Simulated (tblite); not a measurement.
Compound: C5H8F2O2Si.
Atom-mapped SMILES: `[CH3:1][CH2:2][C:3](=[O:4])/[C:5](=[CH:6]/[F:7])[O:8][SiH2:9][F:10]` (hydrogens: H11, H12, H13 on C1; H14, H15 on C2; H16 on C6; H17, H18 on Si9)

Computed with GFN2-xTB (tblite), gas phase: L-BFGS steps from a force-field or distance-geometry start until the largest atomic force falls under 0.01 eV/Å.

Step 59: E = -930.7982 eV
```
atom  x, y, z in Å  |  force x, y, z in eV/Å
C1      2.8395   -0.8057    0.0357    0.023  -0.024   0.004
C2      1.3440   -0.6599   -0.1961    0.031  -0.009   0.025
C3      0.8675    0.7279    0.1315    0.027   0.005  -0.030
O4      1.5901    1.6340    0.4708   -0.021   0.034  -0.004
C5     -0.6146    0.9040    0.0208    0.000  -0.006   0.037
C6     -1.1365    2.0902    0.3422   -0.010   0.009  -0.011
F7     -2.4508    2.3444    0.3175   -0.033  -0.034  -0.013
O8     -1.2987   -0.1702   -0.3895   -0.017   0.007  -0.022
Si9    -2.7663   -0.8259   -0.1731   -0.011   0.005  -0.011
F10    -2.6667   -1.9705   -1.2851   -0.025   0.004   0.019
H11     3.3756   -0.0399   -0.5194    0.021  -0.048  -0.006
H12     3.0709   -0.6784    1.0907    0.000   0.007  -0.021
H13     3.1771   -1.7881   -0.2818    0.031   0.010  -0.013
H14     0.7799   -1.3650    0.4194    0.002  -0.018  -0.016
H15     1.0839   -0.8740   -1.2375   -0.002   0.040   0.041
H16    -0.5331    2.9331    0.6360    0.012   0.004   0.032
H17    -2.7988   -1.4933    1.1159   -0.018   0.021   0.013
H18    -3.8718    0.0431   -0.5097   -0.009  -0.006  -0.024
```

Step 60: E = -930.7986 eV
```
atom  x, y, z in Å  |  force x, y, z in eV/Å
C1      2.8429   -0.8044    0.0384   -0.018  -0.013  -0.016
C2      1.3482   -0.6599   -0.1999    0.007   0.003   0.019
C3      0.8658    0.7246    0.1318    0.033  -0.001  -0.011
O4      1.5855    1.6282    0.4826    0.004   0.081   0.005
C5     -0.6155    0.9012    0.0151    0.019  -0.017   0.031
C6     -1.1407    2.0852    0.3390   -0.003  -0.010  -0.013
F7     -2.4554    2.3347    0.3107   -0.047  -0.022  -0.013
O8     -1.2967   -0.1730   -0.4012   -0.007   0.017  -0.027
Si9    -2.7647   -0.8225   -0.1723   -0.040   0.026   0.018
F10    -2.6867   -1.9658   -1.2851   -0.015  -0.021  -0.009
H11     3.3811   -0.0476   -0.5261    0.034  -0.033  -0.001
H12     3.0696   -0.6655    1.0921    0.012   0.018   0.000
H13     3.1777   -1.7909   -0.2658    0.049  -0.022  -0.025
H14     0.7838   -1.3690    0.4097   -0.010  -0.031  -0.009
H15     1.0914   -0.8666   -1.2431    0.005   0.018   0.027
H16    -0.5419    2.9290    0.6387    0.021   0.006   0.032
H17    -2.7878   -1.4890    1.1170   -0.020   0.012   0.021
H18    -3.8656    0.0574   -0.4934   -0.024  -0.011  -0.029
```

Step 61: E = -930.7992 eV
```
atom  x, y, z in Å  |  force x, y, z in eV/Å
C1      2.8436   -0.8050    0.0379    0.000  -0.022  -0.016
C2      1.3487   -0.6601   -0.1983   -0.010   0.006   0.013
C3      0.8665    0.7252    0.1309    0.049   0.034   0.023
O4      1.5863    1.6302    0.4795   -0.024   0.040  -0.014
C5     -0.6155    0.9016    0.0164    0.028  -0.018   0.018
C6     -1.1410    2.0858    0.3401   -0.005  -0.014  -0.008
F7     -2.4567    2.3334    0.3127   -0.027  -0.020  -0.012
O8     -1.2964   -0.1726   -0.4008   -0.017   0.017  -0.018
Si9    -2.7651   -0.8221   -0.1730   -0.051   0.010  -0.003
F10    -2.6841   -1.9692   -1.2839   -0.017   0.014   0.024
H11     3.3811   -0.0468   -0.5266    0.024  -0.046   0.020
H12     3.0704   -0.6687    1.0928    0.015   0.015  -0.035
H13     3.1791   -1.7912   -0.2701    0.036   0.007  -0.008
H14     0.7842   -1.3690    0.4124   -0.003  -0.019  -0.015
H15     1.0894   -0.8667   -1.2410    0.011   0.013   0.027
H16    -0.5421    2.9299    0.6406    0.007  -0.007   0.026
H17    -2.7907   -1.4865    1.1187   -0.020   0.023  -0.001
H18    -3.8665    0.0578   -0.4999    0.003  -0.033  -0.021
```

Step 62: E = -930.8001 eV
```
atom  x, y, z in Å  |  force x, y, z in eV/Å
C1      2.8446   -0.8062    0.0367    0.013  -0.024  -0.013
C2      1.3493   -0.6611   -0.1955   -0.023   0.017   0.005
C3      0.8680    0.7262    0.1287    0.036   0.060   0.068
O4      1.5871    1.6340    0.4736   -0.039  -0.006  -0.036
C5     -0.6154    0.9021    0.0185    0.024  -0.011  -0.003
C6     -1.1418    2.0863    0.3423    0.001  -0.017   0.003
F7     -2.4586    2.3323    0.3168    0.007  -0.026  -0.012
O8     -1.2969   -0.1713   -0.4008   -0.021   0.015  -0.008
Si9    -2.7665   -0.8208   -0.1749   -0.044  -0.005  -0.011
F10    -2.6799   -1.9749   -1.2796   -0.018   0.039   0.044
H11     3.3811   -0.0454   -0.5258    0.016  -0.043   0.027
H12     3.0721   -0.6737    1.0924    0.022   0.008  -0.052
H13     3.1822   -1.7904   -0.2777    0.020   0.020   0.009
H14     0.7855   -1.3698    0.4168    0.005   0.001  -0.016
H15     1.0865   -0.8687   -1.2369    0.014   0.006   0.013
H16    -0.5428    2.9303    0.6454   -0.011  -0.023   0.016
H17    -2.7958   -1.4800    1.1203   -0.022   0.034  -0.018
H18    -3.8676    0.0570   -0.5120    0.018  -0.044  -0.015
```

**Question.** Estimate the geometry and energy of step 63. (The exact step hangs on the optimiser's Hessian estimate; all steps are aligned on step 62, rigid shifts and turns removed.)

**Answer.** E = -930.8014 eV, largest force 0.138 eV/Å
```
atom  x, y, z in Å  |  force x, y, z in eV/Å
C1      2.8471   -0.8080    0.0349    0.017  -0.016  -0.009
C2      1.3509   -0.6626   -0.1913   -0.030   0.035  -0.005
C3      0.8700    0.7273    0.1260    0.008   0.073   0.117
O4      1.5873    1.6391    0.4650   -0.041  -0.048  -0.055
C5     -0.6152    0.9020    0.0201    0.012  -0.004  -0.030
C6     -1.1446    2.0848    0.3461    0.010  -0.018   0.022
F7     -2.4631    2.3274    0.3239    0.046  -0.038  -0.016
O8     -1.2969   -0.1702   -0.4035   -0.018   0.010   0.002
Si9    -2.7687   -0.8171   -0.1789   -0.023  -0.014  -0.004
F10    -2.6771   -1.9839   -1.2704   -0.017   0.053   0.048
H11     3.3820   -0.0444   -0.5249    0.013  -0.026   0.023
H12     3.0764   -0.6798    1.0908    0.031  -0.002  -0.054
H13     3.1870   -1.7890   -0.2878    0.003   0.019   0.026
H14     0.7893   -1.3723    0.4226    0.007   0.029  -0.012
H15     1.0835   -0.8714   -1.2307    0.016  -0.005  -0.013
H16    -0.5479    2.9292    0.6548   -0.023  -0.040   0.003
H17    -2.8028   -1.4640    1.1230   -0.028   0.040  -0.027
H18    -3.8660    0.0591   -0.5314    0.016  -0.047  -0.015
```

The energy changes by -0.0012 eV. The first-order estimate −F·Δx gives -0.0017 eV and the mean of the old and new forces, exact on a quadratic surface, -0.0012 eV. The step makes an angle of 77° with the force vector and moves no atom by more than 0.020 Å.

The cost below is that of the whole relaxation. The run took 1.2 s wall on one thread, Arm Neoverse V1 (aarch64), on a shared host.
